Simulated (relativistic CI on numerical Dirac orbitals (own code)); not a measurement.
## Crystal-field levels of Ru5+, 4d3

Calculated by Dirac-Coulomb-Breit CI, separate exchange-only KLI orbitals for each configuration, QED by a radiative potential, valence Slater integrals scaled by 0.85, one configuration in a parametric crystal field (own radial code).

Field parameters in Wybourne normalisation: Td as Oh with Dq negative (B⁴₀ = 21Dq, B⁴₄ = √(5/14) B⁴₀). The field is a parameter set, without covalency.

S and J are read from ⟨S²⟩ = S(S + 1) and ⟨J²⟩ = J(J + 1) of each level; they are not fictitious spins.

Td, 10Dq = -3800 cm⁻¹, the lowest 10 levels:

```csv
E (cm⁻¹),Degeneracy,Irrep,S,J
0.0,4,Γ8,1.49,2.01
827,2,Γ7,1.50,2.69
2087,4,Γ8,1.49,3.23
3396,2,Γ6,1.49,4.05
4628,4,Γ8,1.48,3.31
4770,2,Γ7,1.49,3.34
5751,2,Γ6,1.48,3.97
6162,4,Γ8,1.48,4.28
9458,4,Γ8,1.46,4.11
13844,4,Γ8,0.60,3.70
```

Td, 10Dq = -6800 cm⁻¹, the lowest 10 levels:

| E (cm⁻¹) | Degeneracy | Irrep | S | J |
| --- | --- | --- | --- | --- |
| 0.0 | 4 | Γ8 | 1.48 | 2.30 |
| 688 | 2 | Γ7 | 1.50 | 2.76 |
| 2089 | 4 | Γ8 | 1.49 | 3.49 |
| 3252 | 2 | Γ6 | 1.49 | 4.16 |
| 6964 | 4 | Γ8 | 1.47 | 3.27 |
| 7080 | 2 | Γ7 | 1.48 | 3.28 |
| 8020 | 2 | Γ6 | 1.48 | 3.80 |
| 8229 | 4 | Γ8 | 1.45 | 4.08 |
| 11363 | 4 | Γ8 | 0.61 | 3.89 |
| 14398 | 4 | Γ8 | 1.38 | 3.93 |

Td, 10Dq = -9850 cm⁻¹, the lowest 10 levels:

```csv
E (cm⁻¹),Degeneracy,Irrep,S,J
0.0,4,Γ8,1.47,2.48
683,2,Γ7,1.50,2.80
2095,4,Γ8,1.49,3.58
3191,2,Γ6,1.49,4.16
8348,4,Γ8,0.63,3.87
9581,4,Γ8,1.45,3.30
9705,2,Γ7,1.47,3.25
10641,2,Γ6,1.46,3.77
11100,4,Γ8,1.45,4.01
15999,2,Γ6,0.57,4.46
```

The free-ion ground term has S = 3/2. Every field shown keeps that spin.

Levels of this model without a field, named by their leading LS term: 4F_3/2 0, 4F_5/2 1408, 4F_7/2 3114, 4F_9/2 4968, 4P_3/2 14132, 4P_1/2 14240, 2G_7/2 15954, 4P_5/2 16457 cm⁻¹.
